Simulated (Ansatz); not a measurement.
Ba₅S₅⁺, relaxed as a doublet with UKS PBE-D4/def2-SVP in Ansatz, starting from the GFN1-xTB geometry. Force threshold 0.03 eV/Å.

In the def2 sets Ba takes a core potential; there is no spin–orbit coupling. The relaxation made no stability test and no search for a lower SCF solution. The structure comes from a short search, and lower isomers may exist.

Start:

```xyz
10

Ba   -1.141    1.043   -2.669
Ba   -0.269   -2.799   -1.266
Ba    2.434   -1.183    1.488
Ba   -1.365    0.148    1.250
Ba    1.555    2.660    0.082
S    -0.036   -2.506    1.514
S    -2.431   -1.013   -1.272
S    -1.211    2.641   -0.367
S     1.188    1.147    2.414
S     1.277   -0.138   -1.175
```

(1) Estimate the energy that the relaxation releases and the steps that it takes.

(2) Does the start keep its bonding and symmetry?

(3) Predict the relaxed structure.

## Answers

(1) 9.4 kcal/mol, in 4 steps; 59 s on 4 threads of Arm Neoverse V1 on a shared host. No frequencies were taken in this run, so the end may be a saddle point.

(2) By distances, no bond broke or formed. The bond that changes most is Ba4–S7, from 2.97 to 3.11 Å (atoms count from 1). Point group C4v at the start, C4v at the end, both within 0.05 Å.

(3) 
```xyz
10

Ba   -1.202    1.087   -2.771
Ba   -0.292   -2.917   -1.310
Ba    2.523   -1.230    1.559
Ba   -1.492    0.161    1.370
Ba    1.613    2.775    0.097
S    -0.001   -2.566    1.509
S    -2.448   -1.044   -1.334
S    -1.197    2.695   -0.410
S     1.251    1.173    2.433
S     1.245   -0.134   -1.143
```
Bond lengths (bridged metal pairs left out): 17 × Ba–S 2.86 to 3.73 Å.
